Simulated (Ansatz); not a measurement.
**Worked example: a bond strength in MoCl2O2 (molybdenum dichloride dioxide)**

MoCl2O2: 5 atoms, total charge 0, spin state singlet. SMILES: `O=[Mo](=O)(Cl)Cl`. Geometry: optimised at r2SCAN/def2-SVP.

| atom | x (Å) | y (Å) | z (Å) |
| --- | --- | --- | --- |
| O | 0.1630 | -0.1967 | 1.7206 |
| Mo | 0.0659 | -0.0597 | 0.0538 |
| O | 1.2348 | -1.0819 | -0.5749 |
| Cl | -1.9787 | -0.7328 | -0.6413 |
| Cl | 0.5150 | 2.0711 | -0.5582 |

Wanted: the dissociation energy of the Mo2–O1 bond into singlet MoCl2O and triplet O (shapes relaxed at r2SCAN/def2-SVP, no zero-point term). 1 Eh = 2625.50 kJ/mol = 27.2114 eV. Totals in Eh; open shells run unrestricted unless said.

```
                                                    level  program       MoCl2O2  singlet MoCl2O   triplet O
                           BLYP/def2-SVP (core potential)   Ansatz  -1138.822441    -1063.564662  -74.987822
                          B3LYP/def2-SVP (core potential)   Ansatz  -1138.878681    -1063.632088  -75.000759
B2PLYP/def2-SVP (core potential), 12 core orbitals frozen   Ansatz  -1138.299244    -1063.096029  -74.944410
```

Q: Work out the dissociation energy at each level.

A: 
1. BLYP/def2-SVP (core potential): (-1063.564662) + (-74.987822) − (-1138.822441) = 0.269957 Eh = 708.8 kJ/mol = 7.35 eV.
2. B3LYP/def2-SVP (core potential): (-1063.632088) + (-75.000759) − (-1138.878681) = 0.245834 Eh = 645.4 kJ/mol = 6.69 eV.
3. B2PLYP/def2-SVP (core potential): (-1063.096029) + (-74.944410) − (-1138.299244) = 0.258805 Eh = 679.5 kJ/mol = 7.04 eV.

The levels span 645 to 709 kJ/mol; no measured value is set beside them. A fragment with an even electron count was run as a singlet and may have a lower triplet. A bond enthalpy at 298 K also holds the loss of zero-point energy and thermal terms.
